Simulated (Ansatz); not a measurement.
Nb₂N₁₀H₂₀⁺, that is Nb2(NH2)10 with one electron fewer, relaxed as a doublet with UKS r2SCAN-D4/def2-SVP in Ansatz, starting from the r2SCAN-D4/def2-SVP geometry of the neutral singlet. Force threshold 0.03 eV/Å.

In the def2 sets Nb takes a core potential; there is no spin–orbit coupling. The relaxation made no stability test and no search for a lower SCF solution. No other spin state of charge 1 was run.

Start:

Cartesian coordinates in Å:
```
Nb -1.631 -0.349 -0.645
N -1.007 0.851 -2.151
N -1.975 -0.943 1.260
N -3.533 0.246 -0.873
N -1.917 -2.075 -1.631
N 0.500 -1.210 -0.495
Nb 1.636 0.347 0.646
N 3.537 -0.248 0.873
N 1.921 2.074 1.630
N 1.006 -0.851 2.151
N 1.974 0.942 -1.259
N -0.496 1.207 0.495
H -0.447 1.700 -2.129
H -1.102 0.542 -3.119
H -1.664 -0.543 2.142
H -2.390 -1.858 1.439
H -4.296 0.029 -0.235
H -3.890 0.782 -1.662
H -2.811 -2.355 -2.031
H -1.223 -2.798 -1.813
H 0.533 -2.109 -0.009
H 0.928 -1.373 -1.409
H 4.301 -0.032 0.235
H 3.894 -0.785 1.662
H 1.227 2.797 1.808
H 2.814 2.356 2.030
H 0.435 -1.692 2.128
H 1.094 -0.537 3.118
H 1.649 0.549 -2.139
H 2.385 1.859 -1.438
H -0.530 2.107 0.010
H -0.923 1.370 1.410
```

Q: Estimate the energy that the relaxation releases and the steps that it takes.

A: 4.3 kcal/mol, in 8 steps; 2.2 min on 4 threads of Intel Xeon Platinum 8488C on a shared host. No frequencies were taken in this run, so the end may be a saddle point.

Q: Does the start keep its bonding and symmetry?

A: By distances, no bond broke or formed. The bond that changes most is Nb7–N10, from 2.02 to 2.05 Å (atoms count from 1). Point group C2h at the start, C2h at the end, both within 0.05 Å.

Q: Predict the relaxed structure.

A: 
Cartesian coordinates in Å:
```
Nb -1.603 -0.357 -0.642
N -0.955 0.849 -2.168
N -1.935 -0.968 1.288
N -3.482 0.273 -0.843
N -1.885 -2.063 -1.617
N 0.510 -1.222 -0.497
Nb 1.605 0.357 0.642
N 3.483 -0.275 0.843
N 1.888 2.063 1.616
N 0.954 -0.847 2.169
N 1.933 0.968 -1.288
N -0.508 1.221 0.498
H -0.653 1.823 -2.150
H -0.921 0.520 -3.136
H -1.876 -0.443 2.160
H -2.236 -1.920 1.506
H -4.249 0.072 -0.201
H -3.845 0.820 -1.625
H -2.788 -2.331 -2.013
H -1.209 -2.800 -1.812
H 0.526 -2.129 -0.025
H 0.921 -1.397 -1.418
H 4.250 -0.075 0.201
H 3.846 -0.822 1.624
H 1.212 2.800 1.811
H 2.791 2.330 2.012
H 0.647 -1.820 2.151
H 0.918 -0.517 3.136
H 1.869 0.445 -2.161
H 2.234 1.921 -1.506
H -0.525 2.128 0.026
H -0.919 1.396 1.419
```
Bond lengths (bridged metal pairs left out): 12 × N–Nb 1.98 to 2.29 Å; 20 × H–N 1.02 Å.
